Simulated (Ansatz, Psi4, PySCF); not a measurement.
F3Ti (SMILES [F][Ti]([F])[F]), doublet, geometry from GFN2-xTB (such geometries of metal compounds can be far from the true shape). Base run: R2SCAN/6-31G* (PySCF).

Geometry (Å):
```xyz
4

Ti     0.0000     0.0000     0.0000
F     -1.4489    -0.8731     0.0717
F      0.0204     1.5524    -0.6755
F      1.4285    -0.6794     0.6038
```
Charge 0, spin multiplicity 2.
Orbitals are unrestricted.
All else is at PySCF's defaults.

The same geometry, method and basis name were run in Ansatz (a program for electronic structure) and Psi4 and PySCF, at each program's defaults and at the settings that a row names. The base is PySCF at its defaults. Differences at the defaults can come from grids, fitting, cores and function types together.

```json
[
 {"code and settings": "PySCF, defaults (exact integrals, its default grid, spherical functions)", "ΔE vs base (µEh)": "0.0", "basis functions": "76", "E (Eh)": "-1148.96870", "SCF cycles": "11"},
 {"code and settings": "Psi4, defaults (density fitting with its default set, its default grid, Cartesian functions)", "ΔE vs base (µEh)": "-8380", "basis functions": "84", "E (Eh)": "-1148.97708", "SCF cycles": "9"},
 {"code and settings": "Ansatz, defaults (factorised integrals, its default grid, Cartesian functions)", "ΔE vs base (µEh)": "-6624", "basis functions": "81", "E (Eh)": "-1148.97533", "SCF cycles": "-"},
 {"code and settings": "PySCF, density fitting with def2-universal-jkfit", "ΔE vs base (µEh)": "-78.6", "basis functions": "76", "E (Eh)": "-1148.96878", "SCF cycles": "11"},
 {"code and settings": "PySCF, fine grid", "ΔE vs base (µEh)": "39.1", "basis functions": "76", "E (Eh)": "-1148.96867", "SCF cycles": "11"},
 {"code and settings": "Psi4, exact integrals, spherical functions, fine grid", "ΔE vs base (µEh)": "-257", "basis functions": "76", "E (Eh)": "-1148.96896", "SCF cycles": "11"},
 {"code and settings": "Ansatz, high accuracy, Cartesian functions as the basis file defines them", "ΔE vs base (µEh)": "-6624", "basis functions": "81", "E (Eh)": "-1148.97533", "SCF cycles": "-"}
]
```

Open shells are given as the SCF converged; they aren't shown to be the lowest states, and a large step between rows can be another state.
